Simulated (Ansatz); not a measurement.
# Low-lying states of TiN

Computed with Ansatz's Gaussian-basis code (development build). State-averaged CASSCF with equal weights; occupations are averaged over the states; levels count from the state that is lowest in CASSCF. Small basis; these aren't basis-limit values. Solutions may break the symmetry of the shape. The lowest solution met needn't be the lowest there is, nor hold the orbitals that a chemist would pick. The average may hold one member of a degenerate pair alone.

Geometry: bond length 2.3730 Å.

Basis def2-SVP, nonrelativistic, 10 orbitals frozen in the corrections; active space CAS(7,9). Averaged: 2 doublets.

CASSCF levels: doublet 0.00, doublet 0.52 eV.

Task: How does SC-NEVPT2 move them?

Result: doublet 0.00, doublet 0.46 eV, in the same order of listing. The lowest state stays.
